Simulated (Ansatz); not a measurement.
Breaking the Zn1–Br3 bond in BrHZn (SMILES [ZnH][Br]) (multiplicity 1 held, fragments rigid). Energies count from the point at 2.258 Å.
Geometry at that point (charge 0, multiplicity 1):
| atom | x (Å) | y (Å) | z (Å) |
|---|---|---|---|
| Zn | 0.0000 | 0.0000 | -1.1743 |
| H | 0.0000 | 0.0000 | -2.6979 |
| Br | 0.0000 | 0.0000 | 1.0836 |

Restricted levels (R-, RO-) in cc, def2 and unpolarised 6-31G sets keep to the state of the molecule at rest. U- levels take the lowest unrestricted solution at each point, which mixes spins at long bonds. Active spaces are followed from a long bond inwards. Levels need not reach the same state.

Cores are frozen in the correlated methods. Filled d and f shells under p-block atoms count as core.

The values were computed with Ansatz (an electronic-structure program) with Gaussian orbitals. 

Energies in kJ/mol.

```tsv
R (Å)	R-PBE/def2-TZVPP	U-B3LYP/def2-TZVPP	R-wB97X-V/def2-TZVPP	FIC-MRCISD+Q on CASSCF(6,4)/def2-TZVPP
1.806	234	243	231	243
2.032	39	42	36	41
2.258	0	0	0	0
2.484	24	23	29	25
2.709	71	69	82	74
3.048	148	147	171	157
3.387	216	217	252	233
3.951	299	302	359	328
4.516	349	341	435	381
5.193	383	363	498	401
6.096	404	376	549	405
7.225	414	381	586	406
```

Doubts at one or more of the structures used: a restricted determinant that unrestricted orbitals would lower (R-PBE/def2-TZVPP, R-wB97X-V/def2-TZVPP); a spin-contaminated determinant (U-B3LYP/def2-TZVPP); active orbitals that take no part (FIC-MRCISD+Q on CASSCF(6,4)/def2-TZVPP).
